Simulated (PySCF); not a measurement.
Species: C8H10.
Cartesian coordinates in Å at the GFN2-xTB level; atoms count from 1:
```xyz
18
C8H10 angstrom
C      3.7394   -0.8755   -0.4953
C      2.6142   -0.4551   -0.4667
C      1.2878    0.0111   -0.4308
C      0.8873    1.2824   -0.4417
C     -0.6015    1.3968   -0.3601
C     -1.0993   -0.0375   -0.6299
C     -2.3280   -0.4052    0.1891
C      0.1175   -0.9357   -0.3366
H      4.7263   -1.2297   -0.5237
H      1.5311    2.1447   -0.4743
H     -0.8945    1.7298    0.6414
H     -1.0029    2.1178   -1.0739
H     -1.3467   -0.1249   -1.6930
H     -3.1581    0.2548   -0.0544
H     -2.1179   -0.3155    1.2533
H     -2.6317   -1.4294   -0.0169
H      0.2027   -1.7685   -1.0360
H      0.0656   -1.3541    0.6732
```

The closed-shell SCF was solved with PySCF and density fitting under several settings on one GFN2-xTB geometry (grid level 2 and gas phase unless stated).

| settings | basis functions | SCF cycles | E (Eh) | HOMO (eV) | LUMO (eV) | dipole (D) |
| --- | --- | --- | --- | --- | --- | --- |
| PBE0/pcSseg-1 | 186 | 14 | -310.3693 | -6.62 | -0.55 | 0.96 |
| PBE0/def2-SVPD | 240 | 14 | -310.2004 | -6.61 | -0.59 | 1.00 |
| PBE0/pcSseg-1, energy threshold 1e-08 Eh | 186 | 9 | -310.3693 | -6.62 | -0.55 | 0.96 |
| CAM-B3LYP/def2-SVP, grid level 4 | 162 | 13 | -310.3733 | -7.75 | 0.75 | 0.85 |
| PBE0/pcseg-1, fitting basis def2-universal-jkfit | 162 | 10 | -310.3437 | -6.64 | -0.57 | 0.97 |
| OLYP/STO-3G, damping 0.1 at the start, DIIS from the seventh cycle | 50 | 19 | -306.9732 | -3.62 | 1.37 | 0.79 |

Task: Estimate the rows for these settings: (1) PBE0/cc-pVDZ, IEF-PCM chloroform; (2) BLYP/pcSseg-1, start guess sap.

Result: 
```csv
settings,basis functions,SCF cycles,E (Eh),HOMO (eV),LUMO (eV),dipole (D)
"PBE0/cc-pVDZ, IEF-PCM chloroform",162,14,-310.4303,-6.52,-0.41,1.21
"BLYP/pcSseg-1, start guess sap",186,19,-310.5976,-5.42,-1.31,0.93
```

Task: Over all rows, what range does the HOMO–LUMO gap span?

Result: From 4.11 eV (BLYP/pcSseg-1, start guess sap) to 8.50 eV (CAM-B3LYP/def2-SVP, grid level 4). The functional of the narrowest has no exact exchange, that of the widest range-separated exact exchange.

Task: Compare two rows with the functional PBE0: PBE0/pcSseg-1, energy threshold 1e-08 Eh and PBE0/pcseg-1, fitting basis def2-universal-jkfit. Which energy is lower, and by how much?

Result: PBE0/pcSseg-1, energy threshold 1e-08 Eh (186 functions) lies 0.0256 Eh or 16 kcal/mol below PBE0/pcseg-1, fitting basis def2-universal-jkfit (162 functions).

Cycle counts include a coarse-grid stage where the run had one. The species at its GFN2-xTB geometry (one conformer only).
